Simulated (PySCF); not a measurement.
```xyz
5
charge 0 multiplicity 1, angstrom
Ta    0.0000    0.2600    0.1660
S     0.0000   -1.5286   -0.9758
H    -0.0002    1.5339   -1.0685
H     1.4949    0.1410    1.1137
H    -1.4947    0.1408    1.1139
```

All numbers come from PBE0/[Ta def2-TZVP with ECP60, S def2-TZVP, H def2-TZVP], scalar-relativistic core potentials, density fitting, no spin–orbit coupling, PySCF.

This geometry of H₃TaS is a stationary point at this level.

(1) What is the point group?

(2) Is it a minimum?

(3) Which band is strongest in the infrared?

(4) Give the atomic charges and bond orders.

Answers

(1) C3v.

(2) Yes: all harmonic wavenumbers are real.

(3) 1870 cm⁻¹ (e), 568 km/mol.

(4) 
```csv
atom,Mulliken,Löwdin,polar tensor,Mayer order to Ta1
Ta1,0.63,0.18,1.29,–
S2,-0.27,0.15,-0.47,2.48
"H3,4,5",-0.12,-0.11,-0.27,0.97
```

Stability towards spin polarisation was not tested. This need not be the most stable arrangement of these atoms. With an element this heavy the missing spin–orbit coupling can shift these numbers.
